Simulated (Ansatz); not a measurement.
```xyz
5

C     0.0386   -0.0408   -0.6777
O     0.0213   -0.0474    0.6748
H    -0.0372    0.8578    0.9965
H     0.0411   -1.0351   -1.1250
H    -0.4131    0.8019   -1.2142
```

Basis set: 6-31G* (spherical functions). Left uncorrelated: 2 orbitals. Charge 0, multiplicity 2.

Computed with Ansatz (development build ahead of 0.2.0); each method stands on the lowest determinant of its kind that the runs found.

(1) Give the atomization energy at this shape (free ground-state atoms in the same class of orbitals less the molecule, no zero-point energy) of doublet CH₃O by UHF-MP2, UHF.

Answers

(1)

| method | atomization energy |
| --- | --- |
| UHF-MP2 | 1541.8 kJ/mol |
| UHF | 1176.2 kJ/mol |
